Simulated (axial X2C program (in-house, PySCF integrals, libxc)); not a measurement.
# PBr⁻ along the bond: PBE0, two-component

Calculated with an axial X2C code built on PySCF integrals. Two-component (2c) means X2C with spin–orbit coupling and atomic mean-field two-electron Coulomb and Gaunt terms. Basis: Br dyall-acv3z [9s10p7d5f1g], P dyall-av3z [9s8p3d2f] (cores contracted in-house); Gaussian nuclei, density fitting, unrestricted open shells. Masses: Br 78.918 u, P 30.974 u.

State: Ω = 3/2 (⟨Sz⟩ = 0.50, ⟨Lz⟩ = 1.00 at PBE0). Dipoles are positive if P is the positive end and refer to the centre of mass.

Results along the bond:

| R (Å) | μ (D) | HOMO (eV) | LUMO (eV) |
| --- | --- | --- | --- |
| 2.017 | -5.168 | 1.07 | 2.93 |
| 2.109 | -4.950 | 0.91 | 2.81 |
| 2.179 | -4.773 | 0.80 | 2.72 |
| 2.248 | -4.588 | 0.69 | 2.63 |
| 2.318 | -4.396 | 0.58 | 2.54 |
| 2.399 | -4.168 | 0.45 | 2.44 |
| 2.480 | -3.936 | 0.32 | 2.33 |
| 2.585 | -3.638 | 0.17 | 2.20 |
| 2.712 | -3.276 | -0.02 | 2.05 |
| 2.897 | -2.756 | -0.27 | 1.60 |

Occupations by symmetry block were frozen at the best pattern of an incomplete PBE0 search. Density functionals use the spin component along the axis (collinear). The functionals have no current-density term, which raises determinants with orbital currents, atoms included. The highest occupied level of some functionals is positive through self-interaction error; at Hartree–Fock it is bound. The LUMO of an anion is an unbound level whose energy the basis sets.
